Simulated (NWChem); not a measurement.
System: BNH$_{2}$BrF; SMILES NB(F)Br

NWChem printed, in part:

```
             Northwest Computational Chemistry Package (NWChem) 7.3.0
             --------------------------------------------------------

 CS  symmetry detected

                             Geometry "geometry" -> ""
                             -------------------------

 Output coordinates in angstroms (scale by  1.889725989 to convert to a.u.)

  No.       Tag          Charge          X              Y              Z
 ---- ---------------- ---------- -------------- -------------- --------------
    1 B                    5.0000    -0.00518980     0.91661143     0.00000000
    2 F                    9.0000    -1.16313822     1.56123384     0.00000000
    3 Br                  35.0000    -0.03050026    -0.96700542     0.00000000
    4 N                    7.0000     1.18032321     1.62605373     0.00000000
    5 H                    1.0000     2.08977814     1.19722196     0.00000000
    6 H                    1.0000     1.20966149     2.63142992     0.00000000

 Effective nuclear repulsion energy (a.u.)     224.6824221390

      Symmetry information
      --------------------

 Group name             Cs
 Group number              2
 Group order               2
 No. of unique centers     6

                                Z-matrix (autoz)
                                --------

 Units are Angstrom for bonds and degrees for angles

      Type          Name      I     J     K     L     M      Value
      ----------- --------  ----- ----- ----- ----- ----- ----------
    1 Stretch                  1     2                       1.32529
    2 Stretch                  1     3                       1.88379
    3 Stretch                  1     4                       1.38158
    4 Stretch                  4     5                       1.00549
    5 Stretch                  4     6                       1.00580
    6 Bend                     1     4     5               123.85748
    7 Bend                     1     4     6               122.56891
    8 Bend                     2     1     3               118.33456
    9 Bend                     2     1     4               119.99818
   10 Bend                     3     1     4               121.66726
   11 Bend                     5     4     6               113.57361
   12 Torsion                  2     1     4     5         180.00000
   13 Torsion                  2     1     4     6           0.00000
   14 Torsion                  3     1     4     5           0.00000
   15 Torsion                  3     1     4     6         180.00000

                           NWChem Geometry Optimization
                           ----------------------------

[...]

      ----------------------
      Optimization converged
      ----------------------

  Step       Energy      Delta E   Gmax     Grms     Xrms     Xmax
  ---- ---------------- -------- -------- -------- -------- --------
@    6   -2754.01645098 -4.0D-08  0.00002  0.00001  0.00027  0.00075
                                     ok       ok       ok       ok

                                Z-matrix (autoz)
                                --------

 Units are Angstrom for bonds and degrees for angles

[...]

 Rotational Constants
 --------------------
 A=   0.325774 cm-1  (  0.468706 K)
 B=   0.093335 cm-1  (  0.134286 K)
 C=   0.072550 cm-1  (  0.104380 K)

 Temperature                      =   298.15K
 frequency scaling parameter      =   1.0000

 Zero-Point correction to Energy  =   21.892 kcal/mol  (  0.034887 au)
 Thermal correction to Energy     =   24.737 kcal/mol  (  0.039421 au)
 Thermal correction to Enthalpy   =   25.329 kcal/mol  (  0.040365 au)

 Total Entropy                    =   71.761 cal/mol-K
   - Translational                =   40.387 cal/mol-K (mol. weight = 125.9429)
   - Rotational                   =   26.083 cal/mol-K (symmetry #  =        1)
   - Vibrational                  =    5.291 cal/mol-K

 Cv (constant volume heat capacity) =   14.780 cal/mol-K
   - Translational                  =    2.979 cal/mol-K
   - Rotational                     =    2.979 cal/mol-K
   - Vibrational                    =    8.822 cal/mol-K

[normal modes left out]

 ----------------------------------------------------------------------------
 Normal Eigenvalue ||           Projected Infra Red Intensities
  Mode   [cm**-1]  || [atomic units] [(debye/angs)**2] [(KM/mol)] [arbitrary]
 ------ ---------- || -------------- ----------------- ---------- -----------
    1       -0.000 ||    0.001099           0.025         1.072       0.162
    2       -0.000 ||    0.000099           0.002         0.096       0.014
    3       -0.000 ||    0.004262           0.098         4.155       0.627
    4       -0.000 ||    0.001312           0.030         1.279       0.193
    5       -0.000 ||    0.000271           0.006         0.264       0.040
    6        0.000 ||    0.000538           0.012         0.525       0.079
    7      282.491 ||    0.002480           0.057         2.417       0.365
    8      329.302 ||    0.000883           0.020         0.861       0.130
    9      465.546 ||    0.124976           2.883       121.833      18.386
   10      528.996 ||    0.071736           1.655        69.932      10.554
   11      571.418 ||    0.035605           0.821        34.710       5.238
   12      590.560 ||    0.027459           0.633        26.768       4.040
   13      895.715 ||    0.006760           0.156         6.590       0.994
   14     1218.883 ||    0.400472           9.239       390.400      58.917
   15     1436.925 ||    0.113297           2.614       110.447      16.668
   16     1597.967 ||    0.292515           6.749       285.158      43.035
   17     3642.177 ||    0.074466           1.718        72.593      10.955
   18     3761.103 ||    0.065268           1.506        63.626       9.602
 ----------------------------------------------------------------------------
```

Level: PBE0/def2-SVP. This build's default masses of Se (78.918 u) and Br (79.917 u) are each other's, which moves their modes by up to 0.6 %.

Problem. Which NWChem input produces such a log?

Solution. This is not unique; one that fits is the input that was run:
```
start job
memory heap 200 mb stack 900 mb global 1100 mb
geometry units angstroms
  B      0.102395    -0.941098     0.337802
  F     -0.823046    -1.819005    -0.021671
  Br    -0.059716     0.831727    -0.278205
  N      1.152252    -1.335434     1.144678
  H      1.884849    -0.719050     1.451887
  H      1.252144    -2.278020     1.481123
end
basis spherical
  * library def2-svp
end
dft
  xc pbe0
  iterations 150
end
driver
  maxiter 120
end
task dft optimize
task dft freq
```
